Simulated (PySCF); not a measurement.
C2F3O, SMILES O=[C]C(F)(F)F, multiplicity 2. Geometry: r2SCAN-D4/def2-SVP. The isomer is the one that the SMILES or the coordinates give; other isomers of the formula were not compared.

Computed equilibrium geometry at r2SCAN-D4/def2-SVP (PySCF confirms it by a frequency run) as bond lengths and angles, and its point group:
point group Cs.
Atoms: O1 C2 C3 F4 F5 F6. Bonds (Å): O1–C2 1.176, C2–C3 1.554, C3–F4 1.333, C3–F5 1.331, C3–F6 1.331. Bond angles (°): O1–C2–C3 124.9, C2–C3–F4 112.2, C2–C3–F5 108.7, C2–C3–F6 108.7, F4–C3–F5 108.9, F4–C3–F6 108.9, F5–C3–F6 109.4.
Charge 0, spin multiplicity 2.
